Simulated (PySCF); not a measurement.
H₆O₂Si₂ (SMILES O[SiH](O)[SiH3]), singlet, geometry from GFN2-xTB; PySCF with CCSD/cc-pVDZ.

The PySCF input:
```python
from pyscf import gto, scf, cc

mol = gto.Mole()
mol.atom = '''
    Si   -0.46164674   -0.44306302   -0.15681159
    O    -0.67562495   -0.71507742    1.44137797
    O    -1.65828690    0.49085556   -0.76770858
    Si    1.62444694    0.50601311   -0.20381269
    H    -0.75219007   -1.65456852   -0.91999966
    H    -1.49423700   -1.06241303    1.78760155
    H    -1.78329412    1.39997123   -0.51203392
    H     1.67960722    1.86166147    0.36944391
    H     2.62653697   -0.28426221    0.51489537
    H     2.11566885    0.65208469   -1.58052247
'''
mol.basis = 'cc-pvdz'
mol.verbose = 4
mol.max_memory = 1800
mol.build()

mf = scf.RHF(mol)
mf.kernel()

mycc = cc.CCSD(mf, frozen=12)
mycc.kernel()
print('E(CCSD) = %.10f' % mycc.e_tot)
```

What the program printed (banner, timings and long lists left out):

```
PySCF version 2.14.0

[INPUT] verbose = 4
[INPUT] num. atoms = 10
[INPUT] num. electrons = 50
[INPUT] charge = 0
[INPUT] spin (= nelec alpha-beta = 2S) = 0
[INPUT] symmetry False subgroup None
[INPUT] Mole.unit = angstrom
[INPUT] Symbol           X                Y                Z      unit          X                Y                Z       unit  Magmom
[INPUT]  1 Si    -0.461646740000  -0.443063020000  -0.156811590000 AA   -0.872385904898  -0.837267763723  -0.296330958258 Bohr   0.0
[INPUT]  2 O     -0.675624950000  -0.715077420000   1.441377970000 AA   -1.276746118423  -1.351300481661   2.723809605282 Bohr   0.0
[INPUT]  3 O     -1.658286900000   0.490855560000  -0.767708580000 AA   -3.133708076954   0.927582575120  -1.450758959679 Bohr   0.0
[INPUT]  4 Si     1.624446940000   0.506013110000  -0.203812690000 AA    3.069759820488   0.956226193339  -0.385150164811 Bohr   0.0
[INPUT]  5 H     -0.752190070000  -1.654568520000  -0.919999660000 AA   -1.421433225917  -3.126681357127  -1.738547392093 Bohr   0.0
[INPUT]  6 H     -1.494237000000  -1.062413030000   1.787601550000 AA   -2.823698695192  -2.007669657869   3.378077349348 Bohr   0.0
[INPUT]  7 H     -1.783294120000   1.399971230000  -0.512033920000 AA   -3.369937486347   2.645562206970  -0.967603875287 Bohr   0.0
[INPUT]  8 H      1.679607220000   1.861661470000   0.369443910000 AA    3.173997642642   3.518030314955   0.698147808288 Bohr   0.0
[INPUT]  9 H      2.626536970000  -0.284262210000   0.514895370000 AA    4.963435529345  -0.537177724464   0.973011232107 Bohr   0.0
[INPUT] 10 H      2.115668850000   0.652084690000  -1.580522470000 AA    3.998034696774   1.232261474122  -2.986754602021 Bohr   0.0

nuclear repulsion = 231.113848054156
number of shells = 38
number of NR pGTOs = 176
number of NR cGTOs = 94
basis = cc-pvdz
ecp = {}

******** <class 'pyscf.scf.hf.RHF'> ********
method = RHF
initial guess = minao
damping factor = 0
level_shift factor = 0
DIIS = <class 'pyscf.scf.diis.CDIIS'>
diis_start_cycle = 1
diis_space = 8
diis_damp = 0
SCF conv_tol = 1e-09
SCF conv_tol_grad = None
SCF max_cycles = 50
direct_scf = True
direct_scf_tol = 1e-13
Set gradient conv threshold to 3.16228e-05
Initial guess from minao.
init E= -731.283842494913
  HOMO = -0.304428992653408  LUMO = 0.0517733637174107  gap/eV = 9.69276
cycle= 1 E= -731.053452810375  delta_E= 0.23  |g|= 0.672  |ddm|= 2.43
  HOMO = -0.398261560586558  LUMO = 0.101787945249531  gap/eV = 13.60704
cycle= 2 E= -731.13141016324  delta_E= -0.078  |g|= 0.375  |ddm|= 0.674
  HOMO = -0.407000640784116  LUMO = 0.116124684029715  gap/eV = 14.23497
cycle= 3 E= -731.157976025463  delta_E= -0.0266  |g|= 0.051  |ddm|= 0.261
  HOMO = -0.403621407462715  LUMO = 0.12346408928079  gap/eV = 14.34273
cycle= 4 E= -731.159046319523  delta_E= -0.00107  |g|= 0.00847  |ddm|= 0.0624
  HOMO = -0.406164094785616  LUMO = 0.122510847834363  gap/eV = 14.38598
cycle= 5 E= -731.159095102065  delta_E= -4.88e-05  |g|= 0.0018  |ddm|= 0.0171
  HOMO = -0.406123712754444  LUMO = 0.122634289972526  gap/eV = 14.38824
cycle= 6 E= -731.159097611722  delta_E= -2.51e-06  |g|= 0.000739  |ddm|= 0.00444
  HOMO = -0.406196038581605  LUMO = 0.122611972430113  gap/eV = 14.38960
cycle= 7 E= -731.15909781642  delta_E= -2.05e-07  |g|= 0.000208  |ddm|= 0.00112
  HOMO = -0.4062208452822  LUMO = 0.12260033538734  gap/eV = 14.38996
cycle= 8 E= -731.159097840895  delta_E= -2.45e-08  |g|= 4.99e-05  |ddm|= 0.000459
  HOMO = -0.406209292895544  LUMO = 0.122607006637515  gap/eV = 14.38982
cycle= 9 E= -731.15909784268  delta_E= -1.79e-09  |g|= 1.36e-05  |ddm|= 0.000113
  HOMO = -0.406209359855493  LUMO = 0.122606275010604  gap/eV = 14.38981
cycle= 10 E= -731.159097842857  delta_E= -1.76e-10  |g|= 3.73e-06  |ddm|= 3.57e-05
  HOMO = -0.406209320915568  LUMO = 0.122606238409719  gap/eV = 14.38980
Extra cycle  E= -731.159097842875  delta_E= -1.86e-11  |g|= 1.73e-06  |ddm|= 7.14e-06
converged SCF energy = -731.159097842875

******** <class 'pyscf.cc.ccsd.CCSD'> ********
CC2 = 0
CCSD nocc = 13, nmo = 82
frozen orbitals 12
max_cycle = 50
direct = 0
conv_tol = 1e-07
conv_tol_normt = 1e-05
diis_space = 6
diis_start_cycle = 0
diis_start_energy_diff = 1e+09
Init t2, MP2 energy = -731.734040016013  E_corr(MP2) -0.57494217313737
Init E_corr(CCSD) = -0.57494217313914
cycle = 1  E_corr(CCSD) = -0.600842861935896  dE = -0.0259006888  norm(t1,t2) = 0.0654571
cycle = 2  E_corr(CCSD) = -0.616481561512064  dE = -0.0156386996  norm(t1,t2) = 0.0201566
cycle = 3  E_corr(CCSD) = -0.61890069567235  dE = -0.00241913416  norm(t1,t2) = 0.0101657
cycle = 4  E_corr(CCSD) = -0.621336935341903  dE = -0.00243623967  norm(t1,t2) = 0.00389893
cycle = 5  E_corr(CCSD) = -0.621241508066896  dE = 9.5427275e-05  norm(t1,t2) = 0.00109585
cycle = 6  E_corr(CCSD) = -0.621160255977207  dE = 8.12520897e-05  norm(t1,t2) = 0.000356541
cycle = 7  E_corr(CCSD) = -0.621156902812066  dE = 3.35316514e-06  norm(t1,t2) = 0.000109851
cycle = 8  E_corr(CCSD) = -0.621161841165083  dE = -4.93835302e-06  norm(t1,t2) = 3.79662e-05
cycle = 9  E_corr(CCSD) = -0.621161212756365  dE = 6.28408718e-07  norm(t1,t2) = 1.50509e-05
cycle = 10  E_corr(CCSD) = -0.62116163484024  dE = -4.22083875e-07  norm(t1,t2) = 6.00411e-06
cycle = 11  E_corr(CCSD) = -0.621161652429731  dE = -1.75894912e-08  norm(t1,t2) = 1.95106e-06
CCSD converged
E(CCSD) = -731.7802594953051  E_corr = -0.6211616524297308
E(CCSD) = -731.7802594953
```
